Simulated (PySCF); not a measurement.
Compound: C₄H₆F₃S (doublet state).
Z-matrix (Å and degrees, GFN2-xTB geometry), rows numbered from 1:
```
C 
S   1  1.8160
C   2  1.7218  1  104.68
C   3  1.4886  2  118.07  1   170.87
C   3  1.4732  2  121.29  1   -24.41
F   5  1.3614  3  114.01  2    70.17
F   5  1.3625  3  114.49  2   -49.27
F   5  1.3390  3  112.16  2  -169.98
H   1  1.0853  2  110.16  3    65.27
H   1  1.0855  2  109.58  3   -56.99
H   1  1.0854  2  105.73  3  -175.99
H   4  1.0937  3  111.67  2   105.55
H   4  1.0865  3  109.33  2   -14.91
H   4  1.0915  3  110.57  2  -135.15
```

The hyperfine couplings belong to this conformer and change with its torsions.

As a line formula: `CS[C](C)C(F)(F)F` [radical].

Level of theory: UKS B3LYP, pcH-1 on C F H S, non-relativistic, mean-field spin-orbit, GIAO in PySCF 2.14.0. The structure is a single GFN2-xTB conformer in the gas phase; no vibrational or solvent corrections. Couplings are sensitive to structure, and on GFN2-xTB geometries they can be far from those on DFT ones. The SCF solution wasn't tested for stability.

Principal values of hyperfine tensors in MHz (contact, dipolar and spin–orbit terms together), for some of the nuclei:

| atom | isotope | A1 | A2 | A3 |
| --- | --- | --- | --- | --- |
| F6 | 19F | 78.98 | 81.52 | 227.66 |
| F7 | 19F | 60.31 | 62.52 | 224.46 |
| H12 | 1H | 87.27 | 88.78 | 98.98 |
| H14 | 1H | 72.12 | 73.16 | 84.90 |
| C5 | 13C | -30.57 | -27.81 | -20.60 |
| C4 | 13C | -28.22 | -25.53 | -24.69 |
| H10 | 1H | 14.07 | 15.11 | 21.41 |
| H9 | 1H | 12.28 | 13.21 | 19.35 |

Task: Give the isotropic coupling of each nucleus in MHz and in mT (g = 2.0046), and the anisotropic part.

Result: a_iso is a third of the trace, T = A − a_iso, and a(mT) = a(MHz)/(g × 13.996). The tensors hold a spin–orbit part: the run splits a_iso into a_FC + a_SO, and T includes its anisotropic share.

```json
{"atom": "F6", "a_iso (MHz)": "129.39", "a_FC": "129.22", "a_SO": "0.17", "a_iso (mT)": "4.611", "T1": "-50.41", "T2": "-47.86", "T3": "98.27"}
{"atom": "F7", "a_iso (MHz)": "115.76", "a_FC": "115.58", "a_SO": "0.18", "a_iso (mT)": "4.126", "T1": "-55.45", "T2": "-53.25", "T3": "108.70"}
{"atom": "H12", "a_iso (MHz)": "91.68", "a_FC": "91.67", "a_SO": "0.01", "a_iso (mT)": "3.267", "T1": "-4.40", "T2": "-2.90", "T3": "7.30"}
{"atom": "H14", "a_iso (MHz)": "76.73", "a_FC": "76.72", "a_SO": "0.00", "a_iso (mT)": "2.735", "T1": "-4.60", "T2": "-3.57", "T3": "8.17"}
{"atom": "C5", "a_iso (MHz)": "-26.33", "a_FC": "-26.33", "a_SO": "0.00", "a_iso (mT)": "-0.938", "T1": "-4.25", "T2": "-1.48", "T3": "5.73"}
{"atom": "C4", "a_iso (MHz)": "-26.15", "a_FC": "-26.17", "a_SO": "0.02", "a_iso (mT)": "-0.932", "T1": "-2.07", "T2": "0.62", "T3": "1.46"}
{"atom": "H10", "a_iso (MHz)": "16.86", "a_FC": "16.86", "a_SO": "0.00", "a_iso (mT)": "0.601", "T1": "-2.79", "T2": "-1.75", "T3": "4.54"}
{"atom": "H9", "a_iso (MHz)": "14.95", "a_FC": "14.95", "a_SO": "0.00", "a_iso (mT)": "0.533", "T1": "-2.67", "T2": "-1.74", "T3": "4.40"}
```

Task: What spin density at the nucleus of H10 lies behind its contact coupling (g_N = 5.58569)?

Result: a_FC = (2μ0/3) gₑ μB g_N μN ρ(0)/(2S·h) = 800.24 MHz × g_N × ρ(0)/(2S), with ρ in bohr⁻³. With a_FC = 16.86 MHz and 2S = 1, ρ(0) = 0.003772 bohr⁻³. In magnitude that is 1.2 % of the 1/π = 0.318 of a free hydrogen atom.

Task: C3 (13C, g_N = 1.40482) isn't in the table. Its spin density at the nucleus is 0.08364 bohr⁻³. What is its contact coupling?

Result: By the same relation, a_FC = 94.0 MHz. The spin–orbit term adds +0.33 MHz. Its full tensor has the principal values 26.92, 27.28, 228.86 MHz.

Task: Which nucleus of the table has the largest anisotropic coupling, and what is its form?

Result: F7: -55.5, -53.2, 108.7 MHz (the dipolar term alone has -55.5, -53.3, 108.9), nearly axial, close to the ratio −1:−1:+2.

Task: In a single crystal, with the field along each principal axis of the tensor of F6 in turn, what first-order splitting does this nucleus give (isotropic g, quadrupole terms neglected)?

Result: 2 lines (I = 1/2), spaced by |A_i|/(g × 13.996): 2.81, 2.91, 8.11 mT along the axes of A1, A2 and A3.

Time: 65 s (grids of density and orbitals included); peak memory 1.0 GiB. Hardware: an Arm Neoverse V2 with one thread, no GPU, shared host with 96 logical CPUs at a one-minute load of 29.
